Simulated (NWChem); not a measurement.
System: C3H5FO; SMILES CO/C=C/F

NWChem printed, in part:

```
             Northwest Computational Chemistry Package (NWChem) 7.3.0
             --------------------------------------------------------

                             Geometry "geometry" -> ""
                             -------------------------

 Output coordinates in angstroms (scale by  1.889725989 to convert to a.u.)

  No.       Tag          Charge          X              Y              Z
 ---- ---------------- ---------- -------------- -------------- --------------
    1 C                    6.0000    -0.29174000     2.25278800    -0.09742200
    2 O                    8.0000     0.47598600     1.12206100     0.21667700
    3 C                    6.0000    -0.19490300    -0.04833600     0.20270100
    4 C                    6.0000     0.40948000    -1.19277400    -0.11739800
    5 F                    9.0000    -0.23923900    -2.35543800    -0.04232700
    6 H                    1.0000     0.34716400     3.13349100     0.04890600
    7 H                    1.0000    -1.17348700     2.34135100     0.56452400
    8 H                    1.0000    -0.64062000     2.23449800    -1.14565400
    9 H                    1.0000    -1.25092200    -0.04026000     0.50629500
   10 H                    1.0000     1.45319700    -1.27116800    -0.43141400

 Effective nuclear repulsion energy (a.u.)     170.3356016280

                              NWChem Property Module
                              ----------------------

  itol2e modified to match energy
  convergence criterion.

                                 NWChem DFT Module
                                 -----------------

 Summary of "ao basis" -> "ao basis" (spherical)
 ------------------------------------------------------------------------------
       Tag                 Description            Shells   Functions and Types
 ---------------- ------------------------------  ------  ---------------------
 C                          6-311g**                 8       18   4s3p1d
 O                          6-311g**                 8       18   4s3p1d
 F                          6-311g**                 8       18   4s3p1d
 H                          6-311g**                 4        6   3s1p

  itol2e modified to match energy
  convergence criterion.

            General Information
            -------------------
          SCF calculation type: DFT
          Wavefunction type:  closed shell.
          No. of atoms     :    10
          No. of electrons :    40
           Alpha electrons :    20
            Beta electrons :    20
          Charge           :     0
          Spin multiplicity:     1
          Use of symmetry is: off; symmetry adaption is: off
          Maximum number of iterations: 150
          AO basis - number of functions:   120
                     number of shells:    60
          Convergence on energy requested:  1.00D-07
          Convergence on density requested:  1.00D-05
          Convergence on gradient requested:  5.00D-04

              XC Information
              --------------
                         B3LYP Method XC Potential
                     Hartree-Fock (Exact) Exchange  0.200
                        Slater Exchange Functional  0.800 local
                    Becke 1988 Exchange Functional  0.720 non-local
              Lee-Yang-Parr Correlation Functional  0.810
                  VWN I RPA Correlation Functional  0.190 local

             Grid Information
             ----------------
          Grid used for XC integration:  fine
          Radial quadrature: Mura-Knowles
          Angular quadrature: Lebedev.
          Tag              B.-S. Rad. Rad. Pts. Rad. Cut. Ang. Pts.
          ---              ---------- --------- --------- ---------
          C                   0.70       70          12.0       590
          O                   0.60       70           8.0       590
          F                   0.50       70          13.0       590
          H                   0.35       60          12.0       590
          Grid pruning is: on
          Number of quadrature shells:   650
          Spatial weights used:  Erf1

      Superposition of Atomic Density Guess
      -------------------------------------

 Sum of atomic energies:        -289.68610309

      Non-variational initial energy
      ------------------------------

 Total energy =    -292.126232
 1-e energy   =    -734.224445
 2-e energy   =     271.762612
 HOMO         =      -0.239191
 LUMO         =       0.070063

   convergence    iter        energy       DeltaE   RMS-Dens  Diis-err
 ---------------- ----- ----------------- --------- --------- ---------
 d= 0,ls=0.0,diis     1   -292.3392265181 -4.63D+02  6.42D-03  1.04D+00
 d= 0,ls=0.0,diis     2   -292.3572279214 -1.80D-02  4.27D-03  7.12D-01
 d= 0,ls=0.0,diis     3   -292.4078528646 -5.06D-02  1.37D-03  1.81D-01
 d= 0,ls=0.0,diis     4   -292.4212244151 -1.34D-02  4.61D-04  6.40D-03
 d= 0,ls=0.0,diis     5   -292.4217743742 -5.50D-04  1.78D-04  1.25D-03
  Resetting Diis
 d= 0,ls=0.0,diis     6   -292.4219035602 -1.29D-04  4.47D-05  8.78D-05
 d= 0,ls=0.0,diis     7   -292.4219122082 -8.65D-06  1.14D-05  1.57D-06
 d= 0,ls=0.0,diis     8   -292.4219120475  1.61D-07  7.11D-06  2.91D-06
 d= 0,ls=0.0,diis     9   -292.4219123802 -3.33D-07  1.74D-06  9.74D-08
 d= 0,ls=0.0,diis    10   -292.4219123910 -1.08D-08  4.37D-07  9.62D-09

         Total DFT energy =     -292.421912391004
      One electron energy =     -737.670312036492
           Coulomb energy =      312.154363774549
    Exchange-Corr. energy =      -37.241565757046
 Nuclear repulsion energy =      170.335601627986

 Numeric. integr. density =       40.000001241447

                       DFT Final Molecular Orbital Analysis
                       ------------------------------------

 Vector   18  Occ=2.000000D+00  E=-3.614098D-01
              MO Center=  8.1D-02,  1.4D+00,  1.2D-02, r^2= 2.5D+00
   Bfn.  Coefficient  Atom+Function         Bfn.  Coefficient  Atom+Function
  ----- ------------  ---------------      ----- ------------  ---------------
    25      0.207929   2 O  px               29      0.206291   2 O  px
    92     -0.166439   6 H  s                27      0.164819   2 O  pz
    31      0.163430   2 O  pz              104      0.155478   8 H  s
    21      0.147305   2 O  px               28      0.144970   2 O  s
     7     -0.129806   1 C  px                9     -0.130306   1 C  pz

 Vector   19  Occ=2.000000D+00  E=-3.275592D-01
              MO Center=  2.3D-02,  8.9D-01,  1.3D-01, r^2= 2.5D+00
   Bfn.  Coefficient  Atom+Function         Bfn.  Coefficient  Atom+Function
  ----- ------------  ---------------      ----- ------------  ---------------
    29      0.243124   2 O  px               25      0.240569   2 O  px
    27     -0.202888   2 O  pz               31     -0.200667   2 O  pz
    21      0.169526   2 O  px               98      0.148568   7 H  s
    23     -0.139897   2 O  pz              110      0.131067   9 H  s
    43     -0.128604   3 C  px               28      0.122109   2 O  s

[...]

          -----------------------------------------
          Chemical Shielding Tensors (GIAO, in ppm)
          -----------------------------------------

                                NWChem CPHF Module
                                ------------------

  scftype          =     RHF
  nclosed          =       20
  nopen            =        0
  variables        =     2000
  # of vectors     =        3
  tolerance        = 0.10D-03
  level shift      = 0.00D+00
  max iterations   =       50
  max subspace     =       30

 SCF residual:    2.4430446778014892E-005

Iterative solution of linear equations
  No. of variables     2000
  No. of equations        3
  Maximum subspace       30
        Iterations       50
       Convergence  1.0D-04

   iter   nsub   residual    time
   ----  ------  --------  ---------
     1      3    4.06D-01      94.5
     2      6    1.08D-02     101.1
     3      9    6.75D-04     107.8
     4     12    5.98D-05     114.5

      Atom:    1  C
        Diamagnetic
    246.6408     -5.6942      1.5954
     -5.6942    253.3678     -2.6385
      1.5954     -2.6385    243.4462

        Paramagnetic
   -131.3038    -29.3563      6.2491
    -29.3563    -95.4362    -12.4402
      6.2491    -12.4402   -147.4209

        Total Shielding Tensor
    115.3371    -35.0505      7.8445
    -35.0505    157.9315    -15.0787
      7.8445    -15.0787     96.0253

           isotropic =     123.0980
          anisotropy =      86.9168

          Principal Components and Axis System
                 1           2           3
              181.0425     95.7168     92.5346

      1        -0.4797      0.8756      0.0570
      2         0.8553      0.4520      0.2532
      3        -0.1960     -0.1702      0.9657

      Atom:    2  O
        Diamagnetic
    382.6308      1.1243      4.3719
      1.1243    417.9926     -6.9166
      4.3719     -6.9166    370.8819

        Paramagnetic
    -88.4997     40.6827     13.1240
     40.6827   -193.9700     -4.3966
     13.1240     -4.3966    -59.1651

        Total Shielding Tensor
    294.1311     41.8070     17.4960
     41.8070    224.0226    -11.3131
     17.4960    -11.3131    311.7168

           isotropic =     276.6235
          anisotropy =      72.6332

          Principal Components and Axis System
                 1           2           3
              325.0457    303.1652    201.6596

      1         0.6718      0.6020     -0.4316
      2         0.1981      0.4155      0.8878
      3         0.7137     -0.6819      0.1599

      Atom:    3  C
        Diamagnetic
    257.1172      3.9375     -4.1172
      3.9375    272.2526      2.7760
     -4.1172      2.7760    240.2330

        Paramagnetic
   -274.3167    -47.5375     27.8088
    -47.5375   -222.2398      3.3186
     27.8088      3.3186   -154.8110

        Total Shielding Tensor
    -17.1995    -43.5999     23.6916
    -43.5999     50.0128      6.0946
     23.6916      6.0946     85.4220

           isotropic =      39.4117
          anisotropy =      77.5440

          Principal Components and Axis System
                 1           2           3
               91.1078     70.2392    -43.1118

      1         0.2649     -0.3815      0.8856
      2        -0.1395      0.8936      0.4266
      3         0.9541      0.2366     -0.1835

      Atom:    4  C
        Diamagnetic
    252.0375      0.6690     -5.9341
      0.6690    268.4727      3.9575
     -5.9341      3.9575    235.4214

        Paramagnetic
   -270.4035    -43.1401     30.4186
    -43.1401   -219.8014      2.2817
     30.4186      2.2817   -160.3134

        Total Shielding Tensor
    -18.3660    -42.4710     24.4845
    -42.4710     48.6713      6.2392
     24.4845      6.2392     75.1080

           isotropic =      35.1378
          anisotropy =      70.5279

          Principal Components and Axis System
                 1           2           3
               82.1564     67.3587    -44.1018

      1         0.3248     -0.3338      0.8849
      2        -0.2416      0.8754      0.4188
      3         0.9144      0.3498     -0.2037

      Atom:    5  F
        Diamagnetic
    466.8966     14.6355      0.0513
     14.6355    486.7742     -1.8027
      0.0513     -1.8027    461.1725

        Paramagnetic
   -107.4092    -15.1516     25.0368
    -15.1516   -184.5300    -11.1541
     25.0368    -11.1541    -43.0711

        Total Shielding Tensor
    359.4874     -0.5161     25.0881
     -0.5161    302.2443    -12.9568
     25.0881    -12.9568    418.1014

           isotropic =     359.9443
          anisotropy =     102.9517

          Principal Components and Axis System
                 1           2           3
              428.5788    350.5352    300.7190

      1         0.3403      0.9394     -0.0419
      2        -0.0973      0.0795      0.9921
      3         0.9353     -0.3336      0.1185

      Atom:    6  H
        Diamagnetic
     27.7883      5.3839      0.9939
      5.3839     37.6784      0.7676
      0.9939      0.7676     23.9309

        Paramagnetic
     -1.8039     -5.0125     -0.6512
     -5.0125     -4.3022     -1.1912
     -0.6512     -1.1912      0.9372

        Total Shielding Tensor
     25.9845      0.3714      0.3426
      0.3714     33.3762     -0.4236
      0.3426     -0.4236     24.8681

           isotropic =      28.0762
          anisotropy =       8.0068

          Principal Components and Axis System
                 1           2           3
               33.4141     26.0734     24.7412

      1         0.0477      0.9583     -0.2816
      2         0.9977     -0.0323      0.0591
      3        -0.0475      0.2838      0.9577

      Atom:    7  H
        Diamagnetic
     33.3054     -3.9494     -6.5149
     -3.9494     27.5502      1.1789
     -6.5149      1.1789     26.7059

        Paramagnetic
     -3.8226      0.2143      5.1575
      0.2143      1.5797     -0.3124
      5.1575     -0.3124      0.1031

        Total Shielding Tensor
     29.4827     -3.7351     -1.3575
     -3.7351     29.1299      0.8665
     -1.3575      0.8665     26.8090

           isotropic =      28.4739
          anisotropy =       7.4250

          Principal Components and Axis System
                 1           2           3
               33.4239     26.5261     25.4717

      1         0.7100     -0.0442      0.7028
      2        -0.6646     -0.3720      0.6480
      3        -0.2328      0.9272      0.2935

      Atom:    8  H
        Diamagnetic
     25.4096     -1.8020      5.4301
     -1.8020     26.7277     -2.5800
      5.4301     -2.5800     35.9321

        Paramagnetic
      1.6813     -0.6748     -3.2749
     -0.6748      1.8228     -0.3865
     -3.2749     -0.3865     -5.9607

        Total Shielding Tensor
     27.0909     -2.4768      2.1552
     -2.4768     28.5505     -2.9665
      2.1552     -2.9665     29.9714

           isotropic =      28.5376
          anisotropy =       7.9836

          Principal Components and Axis System
                 1           2           3
               33.8600     26.5154     25.2374

      1        -0.4325     -0.4339      0.7904
      2         0.5851      0.5320      0.6122
      3        -0.6860      0.7272      0.0238

      Atom:    9  H
        Diamagnetic
     38.5970      0.9707     -5.3249
      0.9707     28.9526      0.1259
     -5.3249      0.1259     22.0871

        Paramagnetic
    -15.9107     -0.4949      5.3001
     -0.4949     -0.2477      0.0803
      5.3001      0.0803      2.7917

        Total Shielding Tensor
     22.6863      0.4758     -0.0248
      0.4758     28.7049      0.2061
     -0.0248      0.2061     24.8788

           isotropic =      25.4233
          anisotropy =       4.9945

          Principal Components and Axis System
                 1           2           3
               28.7530     24.8689     22.6481

      1         0.0779     -0.0224      0.9967
      2         0.9956     -0.0509     -0.0789
      3         0.0525      0.9985      0.0184

      Atom:   10  H
        Diamagnetic
     38.6361     -1.1866     -5.2991
     -1.1866     27.4919      1.0426
     -5.2991      1.0426     22.8617

        Paramagnetic
    -15.5462      1.0676      5.0959
      1.0676      0.4030     -0.3697
      5.0959     -0.3697      0.3695

        Total Shielding Tensor
     23.0899     -0.1190     -0.2032
     -0.1190     27.8949      0.6730
     -0.2032      0.6730     23.2312

           isotropic =      24.7387
          anisotropy =       4.8837

          Principal Components and Axis System
                 1           2           3
               27.9944     23.2969     22.9246

      1        -0.0299     -0.6571      0.7532
      2         0.9895     -0.1258     -0.0705
      3         0.1411      0.7432      0.6540
```

Level: B3LYP/6-311G** (spherical d), GIAO. All runs use the structure optimised with PBE0/def2-SVP. The printed shielding anisotropy is the first printed principal value minus the mean of the other two.

Question: Write an input that gives this output.

Answer: One answer among several that fit: the input that was run:
```
start job
memory heap 200 mb stack 900 mb global 1100 mb
geometry units angstroms noautosym nocenter noautoz
  C     -0.291740     2.252788    -0.097422
  O      0.475986     1.122061     0.216677
  C     -0.194903    -0.048336     0.202701
  C      0.409480    -1.192774    -0.117398
  F     -0.239239    -2.355438    -0.042327
  H      0.347164     3.133491     0.048906
  H     -1.173487     2.341351     0.564524
  H     -0.640620     2.234498    -1.145654
  H     -1.250922    -0.040260     0.506295
  H      1.453197    -1.271168    -0.431414
end
basis spherical
  * library 6-311g**
end
dft
  xc b3lyp
  iterations 150
end
property
  shielding
end
task dft property
```
